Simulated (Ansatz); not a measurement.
BH8NSSi2. Charge 0, multiplicity 1. The bonds changed during the relaxation, so this is another structure than the one it started from. The geometry is a stationary point of PBE0-D4/def2-TZVP. It is one conformer, not always the lowest.

```xyz
13

B     0.459   -0.843   -1.153
Si    1.109    0.221    0.335
N     2.243   -0.327    1.467
S    -0.926   -0.898    0.372
Si   -2.183    0.656   -0.397
H    -0.007   -0.310   -2.119
H     0.923   -1.944   -1.253
H     0.764    1.617    0.691
H     2.697   -1.219    1.364
H     2.325    0.048    2.397
H    -2.932    0.117   -1.557
H    -1.349    1.807   -0.821
H    -3.123    1.076    0.673
```

Question: What is the dipole moment at PBE/def2-TZVPP? (An estimate is asked.)

Answer: Computed: 2.63 D, with components (0.91, 0.81, 2.33) D in this frame, pointing from negative to positive charge.

Question: And with r2SCAN, B3LYP, ωB97M-V? (Estimate.)

Answer: Computed: r2SCAN 2.63 D, B3LYP 2.62 D, ωB97M-V 2.67 D.

Question: Give the Mulliken charges with PBE, B3LYP, r2SCAN in def2-TZVPP. (Estimate.)

Answer: The calculation gave: 
```csv
atom,PBE,B3LYP,r2SCAN
B1,-0.16,-0.12,-0.13
Si2,0.22,0.28,0.35
N3,-0.37,-0.39,-0.45
S4,-0.16,-0.24,-0.22
Si5,0.23,0.30,0.33
H6,0.03,0.04,0.01
H7,0.03,0.03,0.00
H8,-0.05,-0.06,-0.07
H9,0.17,0.16,0.18
H10,0.16,0.15,0.17
H11,-0.03,-0.04,-0.05
H12,-0.03,-0.05,-0.05
H13,-0.05,-0.06,-0.07
```

B3LYP here is the variant with VWN-RPA as its local correlation; programs differ in this.
